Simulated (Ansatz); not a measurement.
Ideal-gas functions of CH2GeN, SMILES `N#[C][GeH2]` radical at 600 K and 1 bar, from an Ansatz frequency run at PBE0-D4/def2-TZVP.

Molar mass 100.64 g/mol, point group Cs (symmetry number 1), electronic degeneracy 2, moments of inertia 4.234, 134.885, 137.376 u Å². Harmonic wavenumbers (cm⁻¹, unscaled): 247, 268, 485, 618, 631, 826, 2143, 2179, 2293.

Use S(trans) = R[1.5 ln M + 2.5 ln T − 1.1517]; rotational temperatures θ = 24.2544 K / I; S(rot) = R[ln(√π/σ · √(T³/θAθBθC)) + 1.5]; for each mode x = 1.438777 ν̃/T, S = R[x/(eˣ − 1) − ln(1 − e⁻ˣ)] and H = RT x/(eˣ − 1); 1 cm⁻¹ = 0.0119627 kJ/mol; R = 8.31446 J/(mol·K).

Task: By hand: the entropy, in J/(mol·K).

Result: Translation 180.9. Rotation: θ = 5.7285, 0.1798, 0.1766 K, giving 104.1. Vibration, mode by mode: 12.79, 12.13, 7.51, 5.77, 5.62, 3.87, 0.30, 0.28, 0.22, in all 48.5. Electronic 5.8. Sum 339.3 J/(mol·K).

Task: By hand: H − E and G − E in kJ/mol, counted from the electronic energy.

Result: Zero-point energy ½ × 9690 × 0.0119627 = 58.0; thermal vibration 16.1; translation, rotation and pV give 4 RT = 20.0. H − E = 94.1 kJ/mol, and G − E = 94.1 − 600 × 339.3/1000 = -109.5 kJ/mol.

Vibration gives 14 % of the entropy.
